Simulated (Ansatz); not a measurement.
Gas-phase electronic energies from Ansatz, PBE0-D4/def2-TZVP geometries. CCSD(T)/CBS is the MP2 limit (def2-TZVPP, def2-QZVPP) plus CCSD(T) − MP2 in def2-TZVPP, frozen cores. This one scheme is used for every species. Functionals use def2-TZVPP. B3LYP here is the variant with VWN-RPA as its local correlation; programs differ in this. Each species was taken in one conformer, which may not be the lowest.

`N[SiH2]C(O)(F)F` + HCl → `OC(F)(F)Cl` + `N[SiH3]`  (substitution at a C–Si bond)

`N[SiH2]C(O)(F)F`:

```xyz
11

N     1.929    0.153   -0.116
Si    0.391    0.532   -0.749
C    -1.084   -0.091    0.332
O    -1.072   -1.438    0.464
F    -2.282    0.313   -0.204
F    -1.060    0.493    1.577
H     2.287    0.655    0.680
H     2.262   -0.797   -0.128
H     0.229    2.002   -0.805
H     0.218   -0.117   -2.069
H    -1.818   -1.706    1.019
```

HCl:

```xyz
2

Cl    0.289    0.190   -0.538
H    -0.289   -0.190    0.538
```

`OC(F)(F)Cl`:

Cartesian coordinates in Å:
```
O -0.457 0.744 0.681
C 0.010 -0.222 -0.125
F 1.220 -0.653 0.271
F 0.173 0.220 -1.383
Cl -1.119 -1.566 -0.119
H 0.173 1.477 0.675
```

`N[SiH3]`:

Z-matrix (Å, degrees):
```
Si
N 1 1.720
H 1 1.486 2 107.9
H 1 1.494 2 116.0 3 -120.3
H 1 1.486 2 107.9 3 119.4
H 2 1.007 1 119.6 3 -168.6
H 2 1.007 1 119.6 3 49.2
```

```csv
level,ΔE (kJ/mol),difference from CCSD(T)/CBS
r2SCAN-D4,49.7,-8.2
PBE0-D4,50.8,-7.1
PBE0,48.0,-9.9
B3LYP,52.8,-5.1
HF/def2-TZVPP,48.9,-9.0
MP2/def2-TZVPP,53.2,-4.7
MP2/def2-QZVPP,55.1,-2.8
HF/CBS(def2),49.1,-8.8
MP2/CBS(def2),56.3,-1.6
CCSD/CBS(def2),58.9,1.0
CCSD(T)/CBS,57.9,0
```

Largest T1 diagnostic among the species: 0.012.

In def2-TZVPP, CCSD(T) changes the Hartree–Fock value by +6.0 kJ/mol (the triples alone add −1.0 kJ/mol) and MP2 by +4.4 kJ/mol. The D4 term adds +4.3 kJ/mol with B3LYP and +2.8 kJ/mol with PBE0; it sums over pairs of atoms, weighted by their polarisabilities, and B3LYP, whose exchange is more repulsive, gets the larger term.
